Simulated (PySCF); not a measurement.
Br2, charge -1, doublet, at a GFN2-xTB geometry (a state made from the parent by changing its charge; the spin is typed, not shown lowest) (in this run its highest filled SCF level lies above zero, so its values depend strongly on the basis, on diffuse functions most of all); M06/STO-3G (PySCF).

Input for PySCF:
```python
from pyscf import gto, scf, dft

mol = gto.Mole()
mol.atom = '''
    Br   -0.000000   -0.000000   -1.520776
    Br    0.000000    0.000000    1.520776
'''
mol.basis = 'sto-3g'
mol.charge = -1
mol.spin = 1
mol.verbose = 4
mol.build()

mf = dft.UKS(mol)
mf.xc = 'm06'
mf.small_rho_cutoff = 0
mf.kernel()
```

Output, abridged:

```
PySCF version 2.14.0

[INPUT] verbose = 4
[INPUT] num. atoms = 2
[INPUT] num. electrons = 71
[INPUT] charge = -1
[INPUT] spin (= nelec alpha-beta = 2S) = 1
[INPUT] symmetry False subgroup None
[INPUT] Mole.unit = angstrom
[INPUT] Symbol           X                Y                Z      unit          X                Y                Z       unit  Magmom
[INPUT]  1 Br     0.000000000000   0.000000000000  -1.520776000000 AA    0.000000000000   0.000000000000  -2.873850136812 Bohr   0.0
[INPUT]  2 Br     0.000000000000   0.000000000000   1.520776000000 AA    0.000000000000   0.000000000000   2.873850136812 Bohr   0.0

nuclear repulsion = 213.128719606635
number of shells = 16
number of NR pGTOs = 108
number of NR cGTOs = 36
basis = sto-3g
ecp = {}

******** <class 'pyscf.dft.uks.UKS'> ********
method = UKS
initial guess = minao
damping factor = 0
level_shift factor = 0
DIIS = <class 'pyscf.scf.diis.CDIIS'>
diis_start_cycle = 1
diis_space = 8
diis_damp = 0
SCF conv_tol = 1e-09
SCF conv_tol_grad = None
SCF max_cycles = 50
direct_scf = True
direct_scf_tol = 1e-13
number electrons alpha = 36  beta = 35
XC library pyscf.dft.libxc version 7.1.2
    S. Lehtola, C. Steigemann, M. J. T. Oliveira, and M. A. L. Marques,  SoftwareX 7, 1–5 (2018)
XC functionals = m06
    Y. Zhao and D. G. Truhlar,  Theor. Chem. Acc. 120, 215 (2008)
    Y. Zhao and D. G. Truhlar,  Theor. Chem. Acc. 120, 215 (2008)
radial grids:
    Treutler-Ahlrichs [JCP 102, 346 (1995); DOI:10.1063/1.469408] (M4) radial grids

becke partition: Becke, JCP 88, 2547 (1988); DOI:10.1063/1.454033
pruning grids: <function nwchem_prune>
grids dens level: 3
symmetrized grids: False
atomic radii adjust function: <function treutler_atomic_radii_adjust>
small_rho_cutoff = 0
Set gradient conv threshold to 3.16228e-05
tot grids = 40848
init E= -5084.6121321324
cycle= 1 E= -5091.8383828619  delta_E= -7.23  |g|= 0.074  |ddm|= 1.19
cycle= 2 E= -5091.84139581759  delta_E= -0.00301  |g|= 0.00103  |ddm|= 0.117
cycle= 3 E= -5091.84139608029  delta_E= -2.63e-07  |g|= 1.81e-05  |ddm|= 0.000641
cycle= 4 E= -5091.84139608051  delta_E= -2.26e-10  |g|= 1.02e-06  |ddm|= 1.98e-05
Extra cycle  E= -5091.84139608051  delta_E= -1.82e-12  |g|= 7e-08  |ddm|= 1.07e-06
converged SCF energy = -5091.84139608051  <S^2> = 0.75  2S+1 = 2
```
